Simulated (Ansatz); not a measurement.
Geometry optimisation, Ansatz, RKS B3LYP-D4/def2-SVP.

input.yaml

```yaml
crystal:
  periodic: [false, false, false]
  atoms:
    - { symbol: C, position_ang: [-1.3236, -0.5515, 0.1244] }
    - { symbol: C, position_ang: [0.1146, -0.2901, -0.1477] }
    - { symbol: "N", position_ang: [0.7026, -1.5517, -0.5482] }
    - { symbol: O, position_ang: [0.3482, 0.6444, -1.2044] }
    - { symbol: Sb, position_ang: [0.6168, 2.5128, -0.4977] }
    - { symbol: H, position_ang: [-1.8611, 0.4679, 0.3829] }
    - { symbol: H, position_ang: [-1.8376, -0.9101, -0.7931] }
    - { symbol: H, position_ang: [-1.4749, -1.2055, 0.9433] }
    - { symbol: H, position_ang: [0.6061, 0.082, 0.835] }
    - { symbol: H, position_ang: [1.7492, -1.3703, -0.7053] }
    - { symbol: H, position_ang: [0.6973, -2.1999, 0.3087] }
    - { symbol: H, position_ang: [2.1003, 2.0172, 0.3688] }
    - { symbol: H, position_ang: [-0.4175, 2.3199, 0.9481] }
basis:
  gaussian: { orbitals: def2-SVP }
hamiltonian:
  xc: b3lyp
  dispersion: d4
relax:
  f_tol: 0.015
  max_steps: 40
```

Run as:

```bash
$ ansatz run input.yaml --threads 2 --pin off --max-ram 3072MiB --backend cpu --events-out ev --progress --plain --runs-dir out
```

Q: Where does it end, and by what steps?

A: It converged. After 13 steps the energy has fallen by 0.501 eV; H13 moved furthest, 0.71 Å.

| step | energy less start (eV) | largest force component (eV/Å) | accepted |
| --- | --- | --- | --- |
| 0 | 0.0000 | 3.341 | yes |
| 1 | -0.3754 | 0.876 | yes |
| 2 | -0.4560 | 0.485 | yes |
| 3 | -0.4691 | 0.498 | yes |
| 4 | -0.4884 | 0.217 | yes |
| 5 | -0.4947 | 0.135 | yes |
| 6 | -0.4963 | 0.082 | yes |
| 7 | -0.4975 | 0.121 | yes |
| 8 | -0.4995 | 0.036 | yes |
| 9 | -0.4999 | 0.053 | yes |
| 10 | -0.5004 | 0.063 | yes |
| 11 | -0.5006 | 0.025 | yes |
| 12 | -0.5007 | 0.023 | yes |
| 13 | -0.5008 | 0.012 | yes |

```xyz
13
Properties=species:S:1:pos:R:3
C -1.252 -0.487 0.238
C 0.234 -0.385 -0.086
N 0.694 -1.631 -0.658
O 0.482 0.608 -1.067
Sb 0.732 2.540 -0.606
H -1.633 0.468 0.629
H -1.801 -0.747 -0.680
H -1.443 -1.261 1.000
H 0.782 -0.101 0.846
H 1.705 -1.606 -0.787
H 0.477 -2.415 -0.043
H 1.704 2.259 0.809
H -0.659 2.724 0.420
```

Run time: 40 s on 2 threads of Intel(R) Xeon(R) 6975P-C (Granite Rapids), on a shared host, peak memory 0.33 GiB.
